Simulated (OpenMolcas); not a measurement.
Sb I: Slater's ratio, worked from levels

```
Program             : OpenMolcas 26.06
Basis               : ANO-R2 [7s6p4d2f1g]
Scalar Hamiltonian  : X2C, finite nucleus
Active space        : 5 electrons in 8 orbitals (5s 5p 6s 6p)
State averaging     : 2S+1 = 4 odd, 1 root; 2S+1 = 2 odd, 8 roots; 2S+1 = 4 even, 3 roots; 2S+1 = 2 even, 9 roots
Spin-orbit coupling : RASSI with atomic mean-field integrals over the reference wave functions, term energies averaged over their components
```

Methods: CASSCF; SS-CASPT2, IPEA 0.25 Eh, imaginary shift 0.1 Eh (closed shells correlated: 4d). Measured levels: NIST Handbook of Basic Atomic Spectroscopic Data.

**Slater's ratio.** With one set of orbitals, p3 has 2D* - 4S* = 9 F2 and 2P* - 2D* = 6 F2 (F2 = F²/25), a ratio of 2/3. Term energies are centres of gravity, weighted by 2J + 1.

```tsv
Source	2D* - 4S*	2P* - 4S*	F2 from the first	Ratio
CASSCF	12614	19246	1402	0.526
SS-CASPT2	11240	19978	1249	0.777
measured	9317	17775	1035	0.908
```

Energies in cm-1. A ratio away from 2/3 shows effects beyond one configuration with one set of orbitals, and in heavier atoms second-order spin-orbit shifts. In CASSCF the valence s occupation is 1.95 in 2P* against 1.99 in 2D*: mixing out of s² acts most on 2P* and pulls it down.

Term energies are means over components that CASPT2 splits; among the terms shown or strongly mixed into the levels shown the widest spread is 110 cm-1 (5s2 5p3 2D*, SS-CASPT2). The run also gave levels led by 5s2 5p2 6s, which use shells meant for correlation; these and all levels above them are left out. Some terms miss by over 15 % even with CASPT2, which points to a basis or an active space too small for the shells correlated (holds for SS-CASPT2). Measured partners are found by configuration, term and J. A level has none where our copy of the source lacks it or the pairing is in doubt (some pairs that miss far off the trend of their configuration count as doubtful), and it then counts in no deviation. Levels of configurations outside the active space are missing.

* marks odd parity.
